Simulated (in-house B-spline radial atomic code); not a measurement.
A radial electron density 4πr²n(r) was computed for an atom or ion in its tabulated ground configuration with a B-spline radial code for spherical atoms; method: non-relativistic wB97X, spin-polarised, spherical fractional occupations, exact exchange averaged over the configuration. Columns: r (bohr), 4πr²n(r) (electrons per bohr), bar.

```
 0.00493   0.2969 #
 0.00576   0.3973 #
 0.00673   0.5299 ##
 0.00785   0.7018 ##
 0.00917   0.9278 ###
  0.0107    1.218 ####
  0.0125    1.592 #####
  0.0146    2.065 #######
   0.017    2.643 #########
  0.0199    3.378 ###########
  0.0232    4.243 ##############
  0.0271    5.274 ##################
  0.0317    6.466 #####################
   0.037    7.765 ##########################
  0.0432    9.136 ##############################
  0.0505     10.5 ###################################
  0.0589    11.72 #######################################
  0.0688    12.69 ##########################################
  0.0803    13.23 ############################################
  0.0938    13.26 ############################################
    0.11    12.68 ##########################################
   0.128    11.64 #######################################
   0.149    10.29 ##################################
   0.174      8.9 ##############################
   0.204    7.825 ##########################
   0.238    7.413 #########################
   0.278    7.744 ##########################
   0.324     8.67 #############################
   0.379    9.864 #################################
   0.442     10.8 ####################################
   0.516    11.06 #####################################
   0.603    10.42 ###################################
   0.704     8.94 ##############################
   0.822    6.935 #######################
   0.959    4.847 ################
    1.12    3.003 ##########
    1.31    1.604 #####
    1.53   0.7295 ##
    1.78   0.2863 #
    2.08  0.09245 
    2.43  0.02433
```

(1) Which atom or ion is it?
A. Ne2+
B. Mg2+
C. Si4+
D. Mg3+

Answers

(1) B. The area under the curve, ∫4πr²n dr = ∫r·4πr²n d(ln r) on this logarithmic grid, is 10 electrons; among the options with that count, the innermost peak, which lies near 1/Z bohr, picks Z = 12. The configuration is [He] 2s2 2p6.
